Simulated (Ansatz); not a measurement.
Two isomers of CH4O2Sn: A = `C[O][Sn][OH]`, B = `O=[CH][SnH2][OH]`.

Isolated molecules relaxed with PBE0-D4/def2-TZVP in Ansatz; ΔE leaves out vibrations. CCSD(T)/CBS adds triple-zeta CCSD(T) − MP2 to the extrapolated MP2 energy (def2 sets, frozen cores). DFT in def2-TZVPP. B3LYP here is the variant with VWN-RPA as its local correlation; programs differ in this. def2 core potentials past Kr. For Sn outer-core shells are correlated without core-valence functions, which leaves a few kJ/mol of doubt a bond. Each species was taken in one conformer, which may not be the lowest.

Task: Which isomer does CCSD(T)/CBS put lower? Give the gap. (An estimate is asked.)

Result: Computed: A, by 211.0 kJ/mol.

Task: Give E(B) − E(A) in kJ/mol with HF/def2-TZVPP, B3LYP, CCSD(T)/def2-TZVPP, ωB97M-V, MP2/def2-TZVPP, PBE-D4, PBE0-D4. (Best estimate.)

Result: Computed: HF/def2-TZVPP 190.2, B3LYP 217.3, CCSD(T)/def2-TZVPP 195.9, ωB97M-V 205.2, MP2/def2-TZVPP 216.1, PBE-D4 211.5, PBE0-D4 208.1. None reverses the order clearly.

Task: Does the order hold for the free energy at 298.15 K (harmonic terms from PBE0-D4)? (Estimate.)

Result: The calculation gave: Yes: G(B) − G(A) = +187.6 kJ/mol, for one conformer each. Modes under 60 cm⁻¹, often nearly free rotors, make the harmonic entropy too high.

Largest T1 diagnostic: 0.017.

From PBE to PBE0 (25 % exact exchange), in def2-TZVPP and without D4, E(B) − E(A) moves by −3.2 kJ/mol. Leaving LDA and LC-ωPBE aside and taking each functional with its dispersion term where it has one, the values, not all of them listed here, spread over 26.5 kJ/mol, from B97M-V to BLYP-D4. LDA lies +6.4 kJ/mol from PBE without D4.
